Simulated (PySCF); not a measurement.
Computed shifts of a molecule C₂H₃ClF₂Si, PySCF with PBE/pcSseg-1, GIAO, gas phase, atoms alike by connectivity averaged where their shifts nearly agree, in ppm (number of nuclei): ¹³C: 150.6 (1), 134.8 (1). ²⁹Si: -26.9 (1). ¹⁹F: -142.5 (1), -163.5 (1). ¹H: 6.78 (2), 6.27 (1). References: ¹³C against TMS (σ = 182.0 ppm); ²⁹Si against TMS (σ = 335.4 ppm); ¹⁹F against CFCl3 (σ = 133.6 ppm); ³⁵Cl against HCl (σ = 936.5 ppm); ¹H against TMS (σ = 31.49 ppm), references at their B3LYP-D3(BJ)/def2-TZVP geometries, non-relativistic (without spin–orbit terms, shifts of atoms bonded to Cl or Br come out too high). Coordinates come from a B3LYP-D3(BJ)/def2-SVP optimisation. The values are those of a single conformer.

### Question
Pick the molecule that these values belong to.
A. F/C=C(/Cl)[SiH2]F
B. C=C(Cl)[SiH](F)F
C. F[SiH2]/C(F)=C\Cl
D. C=C[Si](F)(F)Cl

### Answer
D, C=C[Si](F)(F)Cl
